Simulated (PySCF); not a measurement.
## Al⁺: ionisation energy

Al⁺ [Ne] 3s2 (1S) → Al²⁺ [Ne] 3s1 (2S), as a difference of total energies. Computed with PySCF 2.14 in aug-cc-pwCVTZ (8s7p5d3f, 75 functions), with the non-relativistic Hamiltonian (point nucleus). Correlated levels: nothing frozen. The calculations carry no spin-orbit coupling.

```csv
method,ionisation energy (eV)
UHF,17.520
MP2 (all electrons),18.504
SCS-MP2 (all electrons),18.611
CCSD (all electrons),18.708
CCSD(T) (all electrons),18.751
```

Errors of the correlated levels include the incompleteness of this basis.

Q: Which method comes closest to the reference value, and which is furthest?

A: The reference is 18.829 eV (measured; NIST Atomic Spectra Database, ionization energies). Closest: CCSD(T) (all electrons) (error -0.078 eV); furthest: UHF (error -1.309 eV).
